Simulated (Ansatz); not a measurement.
Consider the isomerisation: `NC([SiH3])=S` → `CS[Si]N`.

Isolated molecules relaxed with PBE0-D4/def2-TZVP in Ansatz; ΔE leaves out vibrations. CCSD(T)/CBS adds triple-zeta CCSD(T) − MP2 to the extrapolated MP2 energy (def2 sets, frozen cores). Functionals use def2-TZVPP. B3LYP here is the variant with VWN-RPA as its local correlation; programs differ in this. Each species was taken in one conformer, which may not be the lowest.

| level | ΔE (kcal/mol) |
| --- | --- |
| LDA (SPW92) | -27.0 |
| PBE-D4 | -27.3 |
| r2SCAN-D4 | -26.1 |
| B3LYP-D4 | -27.3 |
| r2SCANh-D4 | -26.9 |
| PBE-QIDH | -28.8 |
| revPBE | -26.9 |
| B3LYP | -27.3 |

**Question.** What does CCSD(T)/CBS give? (Estimate.)

**Answer.** The calculation gave: -29.8 kcal/mol. The listed levels differ from it by 2.8, 2.5, 3.7, 2.5, 2.9, 1.0, 2.9, 2.5 kcal/mol.

Largest T1 diagnostic among the species: 0.018.

Leaving LDA and LC-ωPBE aside and taking each functional with its dispersion term where it has one, the values, not all of them listed here, spread over 4.9 kcal/mol, from ωB97M-V to r2SCAN-D4. From BLYP to BHLYP (50 % exact exchange), in def2-TZVPP and without D4, ΔE moves by −2.2 kcal/mol. In def2-TZVPP, CCSD(T) changes the Hartree–Fock value by −1.8 kcal/mol (the triples alone add +1.1 kcal/mol) and MP2 by −1.5 kcal/mol.
